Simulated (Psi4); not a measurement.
H5GeSi (SMILES [SiH2][GeH3]), doublet, geometry from GFN2-xTB, atoms displaced at random by about 0.03 Å a coordinate; HF/cc-pVDZ, gradient (Psi4).

Here is a job for Psi4.
```
memory 2 GB

molecule mol {
0 2
Si    1.580337   -0.156393    0.200271
Ge   -0.716741    0.106398   -0.074239
H     2.395966    0.973557   -0.349489
H     2.156938   -1.370600   -0.296336
H    -1.525755   -0.286805    1.162742
H    -1.161807    1.471624   -0.340196
H    -1.376643   -0.685412   -1.201837
symmetry c1
no_reorient
no_com
}

set {
  basis cc-pvdz
  reference uhf
}

gradient('scf')
print_variables()
```

**Question.** Write the output that Psi4 gives for this input, abridged.

**Answer.** 
```
gradient() will perform analytic gradient computation.

   => Loading Basis Set <=

    Name: CC-PVDZ
    Role: ORBITAL
    Keyword: BASIS

         ---------------------------------------------------------
                                   SCF
               by Justin Turney, Rob Parrish, Andy Simmonett
                          and Daniel G. A. Smith
                              UHF Reference
         ---------------------------------------------------------

  ==> Geometry <==

    Molecular point group: c1
    Full point group: C1

    Geometry (in Angstrom), charge = 0, multiplicity = 2:

       Center              X                  Y                   Z               Mass
    ------------   -----------------  -----------------  -----------------  -----------------
         SI           1.580337000000    -0.156393000000     0.200271000000    27.976926534650
         GE          -0.716741000000     0.106398000000    -0.074239000000    73.921177761000
         H            2.395966000000     0.973557000000    -0.349489000000     1.007825032230
         H            2.156938000000    -1.370600000000    -0.296336000000     1.007825032230
         H           -1.525755000000    -0.286805000000     1.162742000000     1.007825032230
         H           -1.161807000000     1.471624000000    -0.340196000000     1.007825032230
         H           -1.376643000000    -0.685412000000    -1.201837000000     1.007825032230

  Running in c1 symmetry.

  Rotational constants: A =      1.84706  B =      0.12952  C =      0.12755 [cm^-1]
  Rotational constants: A =  55373.38937  B =   3882.99553  C =   3823.86914 [MHz]
  Nuclear repulsion =  164.624337340721553

  Charge       = 0
  Multiplicity = 2
  Electrons    = 51
  Nalpha       = 26
  Nbeta        = 25

  ==> Algorithm <==

  SCF Algorithm Type is DF.
  DIIS enabled.
  MOM disabled.
  Fractional occupation disabled.
  Guess Type is SAD.
  Energy threshold   = 1.00e-08
  Density threshold  = 1.00e-08
  Integral threshold = 1.00e-12

  ==> Primary Basis <==

  Basis Set: CC-PVDZ
    Blend: CC-PVDZ
    Number of shells: 34
    Number of basis functions: 70
    Number of Cartesian functions: 73
    Spherical Harmonics?: true
    Max angular momentum: 2

   => Loading Basis Set <=

    Name: (CC-PVDZ AUX)
    Role: JKFIT
    Keyword: DF_BASIS_SCF

  ==> Integral Setup <==

  SCF_SUBTYPE=INCORE selected. In-core MEM_DF algorithm will be used.
  Using in-core AOs.

  ==> MemDFJK: Density-Fitted J/K Matrices <==

    J tasked:                   Yes
    K tasked:                   Yes
    wK tasked:                   No
    Algorithm:                 Core
    Schwarz Cutoff:           1E-12
    Mask sparsity (%):       0.0000
    Fitting Condition:        1E-10

   => Auxiliary Basis Set <=

  Basis Set: (CC-PVDZ AUX)
    Blend: CC-PVDZ-JKFIT
    Number of shells: 128
    Number of basis functions: 398
    Number of Cartesian functions: 464
    Spherical Harmonics?: true
    Max angular momentum: 3

  Minimum eigenvalue in the overlap matrix is 8.1128793433E-03.
  Reciprocal condition number of the overlap matrix is 2.0155318927E-03.
    Using symmetric orthogonalization.

  ==> Pre-Iterations <==

  SCF Guess: Superposition of Atomic Densities via on-the-fly atomic UHF (no occupation information).

   -------------------------
    Irrep   Nso     Nmo
   -------------------------
     A         70      70
   -------------------------
    Total      70      70
   -------------------------

  ==> Iterations <==

                           Total Energy        Delta E     RMS |[F,P]|

   @DF-UHF iter SAD: -2362.40635722075831   -2.36241e+03   0.00000e+00
   @DF-UHF iter   1: -2365.88542696141349   -3.47907e+00   1.61775e-02 ADIIS/DIIS
   @DF-UHF iter   2: -2366.49657310320981   -6.11146e-01   7.19953e-03 ADIIS/DIIS
   @DF-UHF iter   3: -2366.59008222259263   -9.35091e-02   6.02498e-04 ADIIS/DIIS
   @DF-UHF iter   4: -2366.59270431996129   -2.62210e-03   1.53696e-04 ADIIS/DIIS
[...]
  @DF-UHF Final Energy: -2366.59298148171411
    Total Energy =                      -2366.5929814817136503
[...]
  HONO-0 :   26  A 1.0000000
  LUNO+0 :   27  A 0.0029805
  LUNO+1 :   28  A 0.0004037
  LUNO+2 :   29  A 0.0003252
  LUNO+3 :   30  A 0.0001379

Computation Completed

Properties will be evaluated at   0.000000,   0.000000,   0.000000 [a0]

Properties computed using the SCF density matrix

 Multipole Moments:

 ------------------------------------------------------------------------------------
     Multipole            Electronic (a.u.)      Nuclear  (a.u.)        Total (a.u.)
 ------------------------------------------------------------------------------------

 L = 1.  Multiply by 2.5417464519 to convert [e a0] to [Debye]
 Dipole X            :          0.7763155           -0.6090493            0.1672662
 Dipole Y            :         -2.5147437            2.4898994           -0.0248443
 Dipole Z            :          1.1717452           -1.1281098            0.0436354
 Magnitude           :                                                    0.1746404

 ------------------------------------------------------------------------------------

         ------------------------------------------------------------
                                   SCF GRAD
                          Rob Parrish, Justin Turney,
                       Andy Simmonett, and Alex Sokolov
         ------------------------------------------------------------

  ==> Geometry <==

    Molecular point group: c1
    Full point group: C1

    Geometry (in Angstrom), charge = 0, multiplicity = 2:

       Center              X                  Y                   Z               Mass
    ------------   -----------------  -----------------  -----------------  -----------------
         SI           1.580337000000    -0.156393000000     0.200271000000    27.976926534650
         GE          -0.716741000000     0.106398000000    -0.074239000000    73.921177761000
         H            2.395966000000     0.973557000000    -0.349489000000     1.007825032230
         H            2.156938000000    -1.370600000000    -0.296336000000     1.007825032230
         H           -1.525755000000    -0.286805000000     1.162742000000     1.007825032230
         H           -1.161807000000     1.471624000000    -0.340196000000     1.007825032230
         H           -1.376643000000    -0.685412000000    -1.201837000000     1.007825032230

  Nuclear repulsion =  164.624337340721553

  ==> Basis Set <==

  Basis Set: CC-PVDZ
    Blend: CC-PVDZ
    Number of shells: 34
    Number of basis functions: 70
    Number of Cartesian functions: 73
    Spherical Harmonics?: true
    Max angular momentum: 2

  ==> DFJKGrad: Density-Fitted SCF Gradients <==

    Gradient:                    1
    J tasked:                  Yes
    K tasked:                  Yes
    wK tasked:                  No
    Integrals threads:           1
    Schwarz Cutoff:          1E-12
    Fitting Condition:       1E-10

   => Auxiliary Basis Set <=

  Basis Set: (CC-PVDZ AUX)
    Blend: CC-PVDZ-JKFIT
    Number of shells: 128
    Number of basis functions: 398
    Number of Cartesian functions: 464
    Spherical Harmonics?: true
    Max angular momentum: 3

  -Total Gradient:
     Atom            X                  Y                   Z
    ------   -----------------  -----------------  -----------------
       1       -0.014687911886    -0.020620597133    -0.007633088144
       2        0.025020359710     0.020712707645    -0.001219323437
       3        0.003945099302     0.000784324803    -0.001696457376
       4       -0.005535816799     0.020869308305     0.006954397795
       5       -0.004310502117     0.003332352363    -0.004424737691
       6        0.000770608608    -0.030609482085     0.004571511674
       7       -0.005201836872     0.005531386111     0.003447697189

  Variable Map:
  ----------------------------------------------------------------------------
[...]
  Array Variable Map:
  ----------------------------------------------------------------------------
[...]
[...]
```
